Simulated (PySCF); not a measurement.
Species: phenylsilane, C6H8Si.
Structure used (PBE0-D3(BJ)/def2-TZVP), in Å, numbered top down from 1:
```xyz
15
C6H8Si angstrom
Si     2.3170   -0.0653    0.8317
C      0.5614   -0.0182    0.1968
C     -0.1437   -1.1970   -0.0484
C     -1.4517   -1.1644   -0.5102
C     -2.0769    0.0520   -0.7365
C     -1.3903    1.2349   -0.4996
C     -0.0845    1.1980   -0.0377
H      3.2192    0.7223   -0.0511
H      2.7821   -1.4766    0.8753
H      2.4050    0.5143    2.1995
H      0.3348   -2.1560    0.1226
H     -1.9831   -2.0910   -0.6955
H     -3.0983    0.0798   -1.0984
H     -1.8748    2.1884   -0.6767
H      0.4382    2.1330    0.1406
```

Jobs on this species (15 atoms, 58 electrons) with PySCF (density fitting). Hardware of each: an Arm Neoverse V1 with one thread (shared host). Other jobs ran on the host; a repeat could differ by tens of per cent or more. Peak memory is the resident size of the whole Python process, interpreter and libraries included.

```csv
level and settings,work,basis functions,SCF cycles,wall time,peak memory
wB97X-D/pcSseg-2,"shieldings, ring-centre shieldings",371,?,?,?
PBE0/pcSseg-2,"shieldings, ring-centre shieldings, charges and field gradients, density and orbital grids written",371,?,?,?
B97-2/pcSseg-2,"shieldings, ring-centre shieldings",371,14,64 s,1.6 GiB
"WP04/pcSseg-2, IEF-PCM chloroform","shieldings, ring-centre shieldings",371,14,65 s,1.9 GiB
KT3/pcSseg-2,"shieldings, ring-centre shieldings",371,15,91 s,1.4 GiB
"PBE0-D3(BJ)/def2-TZVP, grid level 2",geometry optimisation from a GFN2-xTB start shaken at random,271,58,4.5 min,1.3 GiB
"wB97X-D/pcSseg-2, IEF-PCM chloroform","shieldings, ring-centre shieldings",371,12,85 s,1.9 GiB
```

Problem. Fill in the missing figures.

Solution. 
- wB97X-D/pcSseg-2; shieldings, ring-centre shieldings: 84 s, 1.8 GiB, 12 SCF cycles
- PBE0/pcSseg-2; shieldings, ring-centre shieldings, charges and field gradients, density and orbital grids written: 78 s, 1.7 GiB, 14 SCF cycles

Problem. What do all jobs in the table cost together?

Solution. About 12 min; the longest takes about 37 % of that, and about 4.2 times as long as the shortest.
